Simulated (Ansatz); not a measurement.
`C[O][In]([O][SiH3])[N](C)C` + `OB(O)F` → `COB(O)F` + `C[N](C)[In]([OH])[O][SiH3]`  (substitution at a C–O bond)

Program: Ansatz. Geometries: PBE0-D4/def2-TZVP. ΔE: electronic, gas phase. CBS: MP2 limit from def2 TZ/QZ plus the TZ coupled-cluster correction, frozen cores. Functionals use def2-TZVPP. B3LYP here is the variant with VWN-RPA as its local correlation; programs differ in this. HSE06 is defined as in plane-wave codes. def2 core potentials past Kr. For In outer-core shells are correlated without core-valence functions, which leaves a few kJ/mol of doubt a bond. Each species was taken in one conformer, which may not be the lowest.

`C[O][In]([O][SiH3])[N](C)C`:

```xyz
20

C    -1.088    0.807   -2.811
O     0.085    0.388   -2.156
In    0.097    0.011   -0.221
O    -1.620    0.200    0.753
Si   -3.154    0.645    0.470
N     1.645   -0.638    0.836
C     2.979   -0.751    0.305
C     1.567   -0.821    2.263
H    -1.446    1.782   -2.455
H    -0.865    0.905   -3.878
H    -1.913    0.091   -2.709
H    -3.925    0.607    1.743
H    -3.823   -0.263   -0.508
H    -3.237    2.030   -0.084
H     2.988   -0.617   -0.779
H     3.661   -0.005    0.739
H     3.404   -1.743    0.519
H     1.930   -1.818    2.551
H     0.538   -0.728    2.616
H     2.177   -0.083    2.807
```

`OB(O)F`:

Z-matrix (Å, degrees):
```
B
O 1 1.352
F 1 1.333 2 117.9
O 1 1.360 2 121.6 3 180.0
H 2 0.960 1 112.5 3 -180.0
H 4 0.960 1 113.1 2 -180.0
```

`COB(O)F`:

```xyz
9

C    -0.613    1.190    0.253
O     0.497    0.405    0.643
B     0.750   -0.798    0.098
O    -0.038   -1.349   -0.866
F     1.825   -1.459    0.539
H    -1.245    1.363    1.126
H    -1.199    0.704   -0.528
H    -0.250    2.153   -0.113
H     0.275   -2.209   -1.152
```

`C[N](C)[In]([OH])[O][SiH3]`:

```xyz
17

C    -0.715   -1.396   -0.737
N     0.475   -0.605   -0.912
C     1.242   -0.962   -2.079
In    0.887    0.995    0.192
O     2.452    2.165   -0.057
O    -0.244    1.505    1.739
Si   -1.613    1.000    2.452
H    -1.404   -1.298   -1.590
H    -0.467   -2.463   -0.638
H    -1.262   -1.104    0.162
H     0.660   -0.844   -3.006
H     1.566   -2.012   -2.030
H     2.138   -0.346   -2.170
H     2.474    2.858    0.608
H    -1.930    1.882    3.608
H    -2.770    1.028    1.508
H    -1.490   -0.403    2.950
```

```tsv
level	ΔE (kcal/mol)	difference from CCSD(T)/CBS
LDA (SPW92)	-2.2	-0.4
PBE-D4	-1.5	0.3
revPBE-D4	-1.2	0.6
BLYP-D4	-1.4	0.4
r2SCAN-D4	-1.6	0.2
B97M-V	-1.6	0.2
PBE0-D4	-1.6	0.2
B3LYP-D4	-1.6	0.2
r2SCANh-D4	-1.6	0.2
r2SCAN0-D4	-1.7	0.1
HSE06-D4	-1.6	0.2
BHLYP-D4	-1.7	0.1
CAM-B3LYP-D4	-2.1	-0.3
ωB97X-V	-2.0	-0.2
ωB97M-V	-2.1	-0.3
B2PLYP	-2.0	-0.2
PBE-QIDH	-1.8	0.0
PBE	-1.8	0.0
revPBE	-1.5	0.3
BLYP	-2.0	-0.2
PBE0	-1.9	-0.1
B3LYP	-2.1	-0.3
r2SCANh	-1.8	0.0
r2SCAN0	-1.9	-0.1
BHLYP	-2.3	-0.5
CAM-B3LYP	-2.5	-0.7
LC-ωPBE	-2.3	-0.5
RPA@PBE/def2-TZVPP	-1.6	0.2
HF/def2-SVP	-0.5	1.3
MP2/def2-SVP	-0.6	1.2
CCSD/def2-SVP	-0.5	1.3
CCSD(T)/def2-SVP	-0.4	1.4
HF/def2-TZVPP	-2.0	-0.2
MP2/def2-TZVPP	-1.7	0.1
CCSD(T)/def2-TZVPP	-1.6	0.2
HF/def2-QZVPP	-2.0	-0.2
MP2/def2-QZVPP	-1.8	0.0
HF/CBS(def2)	-2.0	-0.2
MP2/CBS(def2)	-1.9	-0.1
CCSD/CBS(def2)	-1.9	-0.1
CCSD(T)/CBS	-1.8	0
```

Largest T1 diagnostic among the species: 0.015.

At CCSD(T), def2-SVP lies +1.4 kcal/mol from the extrapolated value and def2-TZVPP +0.2 kcal/mol. Leaving LDA and LC-ωPBE aside and taking each functional with its dispersion term where it has one, the values spread over 0.9 kcal/mol, from ωB97M-V to revPBE-D4.
